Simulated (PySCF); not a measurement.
**Optical rotation: `C#C[C@@H]1C(=C)[C@H]1F`, C6H5F**

Geometry:
| atom | x (Å) | y (Å) | z (Å) |
| --- | --- | --- | --- |
| C1 | 2.543 | 0.252 | -1.027 |
| C2 | 1.620 | -0.027 | -0.317 |
| C3 | 0.507 | -0.334 | 0.525 |
| C4 | -0.881 | -0.198 | 0.027 |
| C5 | -1.847 | -0.672 | -0.714 |
| C6 | -0.404 | 0.797 | 0.988 |
| F7 | -0.864 | 0.763 | 2.274 |
| H8 | 3.360 | 0.480 | -1.643 |
| H9 | 0.692 | -1.129 | 1.241 |
| H10 | -2.819 | -0.206 | -0.739 |
| H11 | -1.708 | -1.546 | -1.330 |
| H12 | -0.197 | 1.819 | 0.689 |

Method used: TDDFT PBE0/def2-SVPD circular dichroism and optical rotation, one conformer, gas phase (PySCF). Geometry: GFN2-xTB.

States above about 7.7 eV lie in this functional's continuum (it starts at minus the energy of the highest occupied orbital, well below the true ionisation energy for most functionals) and depend on the basis.

Stereocentres: C3 R, C6 S.

Q: Give the optical rotatory dispersion at 633, 589.3, 546, 436, 405, 365, 355 nm.

A: [α] in deg dm⁻¹ (g/mL)⁻¹:
| λ (nm) | origin-invariant length gauge | modified velocity gauge | length gauge (centre of mass) | isotropic polarisability (au) |
| --- | --- | --- | --- | --- |
| 633 | +147.3 | +152.7 | +145.0 | 71.6 |
| 589.3 | +173.4 | +179.9 | +170.7 | 71.9 |
| 546 | +207.2 | +215.0 | +204.0 | 72.3 |
| 436 | +361.4 | +376.1 | +355.9 | 74.1 |
| 405 | +439.9 | +458.6 | +433.2 | 74.9 |
| 365 | +590.6 | +618.0 | +581.8 | 76.4 |
| 355 | +641.8 | +672.3 | +632.2 | 76.9 |

Q: And for the mirror image at 589.3 nm?

A: -173.4 deg dm⁻¹ (g/mL)⁻¹ (origin-invariant length gauge): the same size and the opposite sign.

Q: What is the molar rotation [Φ] = [α]·M/100 of the geometry above at 589.3 nm?

A: With M = 96.10 g/mol, +166.7 deg cm² dmol⁻¹ (origin-invariant length gauge).

The first excitation lies at 5.48 eV (226 nm) with R = -4.5 × 10⁻⁴⁰ esu² cm² (velocity form).
